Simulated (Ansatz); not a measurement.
`C[Si](C)(C)Cl` + H–F → `C[Si](C)(C)F` + HCl at 600 K and 1 bar (ligand exchange at the Si–Cl bond).

Isolated molecules relaxed with PBE0-D4/def2-TZVP in Ansatz; ΔE leaves out vibrations. CCSD(T)/CBS is the MP2 limit (def2-TZVPP, def2-QZVPP) plus CCSD(T) − MP2 in def2-TZVPP, frozen cores. This one scheme is used for every species.

```tsv
species	CCSD(T)/CBS energy (Eh)	H − E (kJ/mol)	S (J/(mol·K))
`C[Si](C)(C)Cl`	-868.53638	370.9	477.0
H–F	-100.39570	42.3	194.0
`C[Si](C)(C)F`	-508.56386	371.8	465.4
HCl	-460.38127	35.4	207.2
```

H − E and S are ideal-gas, rigid-rotor, harmonic terms from PBE0-D4/def2-TZVP. 1 Eh = 2625.50 kJ/mol, R = 8.31446 J/(mol·K).

By hand: ΔE, ΔH, ΔS and ΔG.

ΔE = (-508.56386) + (-460.38127) − (-868.53638) − (-100.39570) = -0.01305 Eh = -34.3 kJ/mol. Δ(H − E) = 371.8 + 35.4 − 370.9 − 42.3 = -6.0, so ΔH = -40.3 kJ/mol. ΔS = 465.4 + 207.2 − 477.0 − 194.0 = 1.6 J/(mol·K). ΔG = -40.3 − 600 × (1.6)/1000 = -41.3 kJ/mol.

By hand: the equilibrium constant, and the temperature at which ΔG would vanish if ΔH and ΔS stayed fixed.

log₁₀ K = −ΔG/(RT ln 10) = 3.6. ΔH and −TΔS have one sign here, so there is no such temperature.

The number of gas molecules stays the same, so ΔS is small and ΔH decides. A doubt of 5 kJ/mol in ΔE shifts log₁₀ K by 0.4 here. These are equilibria of isolated gas molecules and say nothing of rates. Largest T1 diagnostic: 0.010 (customary marks: 0.02 for closed shells, 0.045 for open ones).

ΔS is within the doubt of such terms, so its sign, and with it that verdict, could turn.
